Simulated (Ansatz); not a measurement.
One change: `[F][W](=[S])(=[S])[Cl]` becomes `[S]=[W](=[S])([Cl])[Cl]`.

Ansatz, PBE0-D4/def2-TZVP geometries, multiplicity 1. 

Elements past krypton have def2 core potentials.

```csv
property,`[F][W](=[S])(=[S])[Cl]`
HOMO energy (PBE/def2-TZVPP) / eV,-6.62
size of the dipole moment (ωB97M-V/def2-TZVPP) / D,0.72
LUMO energy (B3LYP/def2-TZVPP) / eV,-3.51
zero-point energy (PBE0-D4/def2-TZVP) / kJ/mol,18.8
LUMO energy (PBE/def2-TZVPP) / eV,-4.03
HOMO energy (ωB97M-V/def2-TZVPP) / eV,-9.68
```

**Question.** What does the change do to each property? (Estimate.)

**Answer.** The calculation gave: 
```tsv
property	`[S]=[W](=[S])([Cl])[Cl]`	shift
HOMO energy (PBE/def2-TZVPP) / eV	-6.56	0.06
size of the dipole moment (ωB97M-V/def2-TZVPP) / D	0.66	-0.06
LUMO energy (B3LYP/def2-TZVPP) / eV	-3.68	-0.17
zero-point energy (PBE0-D4/def2-TZVP) / kJ/mol	16.3	-2.5
LUMO energy (PBE/def2-TZVPP) / eV	-4.19	-0.16
HOMO energy (ωB97M-V/def2-TZVPP) / eV	-9.63	0.05
```

With PBE0 the HOMO rises by 0.07 eV and the LUMO falls by 0.18 eV, so the gap narrows by about 0.25 eV. PBE moves the HOMO by 0.06 eV and ωB97M-V by 0.05 eV. Dipoles are sizes alone; their direction can turn.

B3LYP here is the variant with VWN-RPA as its local correlation; programs differ in this.
